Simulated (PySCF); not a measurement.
trans-(1R,2R)-1-chloro-2-methylcyclopropane (C4H7Cl), SMILES C[C@@H]1C[C@H]1Cl. Atoms are numbered in the order given.

```xyz
12

C      2.3183     0.4944    -0.1674
C      1.0381    -0.2791     0.0538
C      0.2366    -0.8398    -1.1083
C     -0.2919     0.3235    -0.3131
Cl    -1.6950     0.1022     0.7537
H      2.5349     1.1702     0.6855
H      2.2594     1.1163    -1.0841
H      3.1838    -0.1899    -0.2860
H      1.0138    -0.8992     0.9661
H      0.5797    -0.6388    -2.1366
H     -0.2591    -1.8123    -0.9687
H     -0.3043     1.3214    -0.7797
```

Geometry optimised at PBE-D3(BJ)/def2-SVP.

Computed with PySCF 2.14.0 with PBE-D3(BJ)/def2-SVP.

Frequencies are harmonic and unscaled.

```
mode  ν (cm⁻¹)  IR (km/mol)  moving atoms (share of kinetic energy)
----  --------  -----------  --------------------------------------
1          188          0.2                 H 56 %, C 32 %, Cl 12 %
2          208          0.2                  H 58 %, C 33 %, Cl 9 %
3          262          0.5                 C 54 %, H 36 %, Cl 11 %
4          343          3.9                 C 44 %, Cl 33 %, H 24 %
5          408          0.4                          C 54 %, H 42 %
6          659         14.2                 C 47 %, H 32 %, Cl 21 %
7          781          7.9                          H 62 %, C 38 %
8          833          2.2                          C 51 %, H 48 %
9          879         10.4                          H 69 %, C 31 %
10         916          6.8                          C 56 %, H 42 %
11         991          6.3                          H 72 %, C 28 %
12        1020         19.0                          H 53 %, C 46 %
13        1045          1.9                          H 79 %, C 21 %
14        1053          3.0                          H 59 %, C 41 %
15        1081          0.9                          H 57 %, C 43 %
16        1149          0.9                          H 51 %, C 49 %
17        1195          0.7                          H 65 %, C 35 %
18        1228         25.6                          H 79 %, C 20 %
19        1332          2.6                          H 80 %, C 20 %
20        1362          0.8                          H 69 %, C 31 %
21        1410         10.6                          H 82 %, C 18 %
22        1411          6.4                                  H 95 %
23        1434          8.3                          H 58 %, C 42 %
24        2965         27.7                                  H 97 %
25        3051         15.1                           H 91 %, C 9 %
26        3054         12.6                           H 91 %, C 9 %
27        3059          6.1                                  H 95 %
28        3086          5.3                           H 92 %, C 8 %
29        3104          5.7                           H 92 %, C 8 %
30        3160          1.7                          H 89 %, C 11 %
```
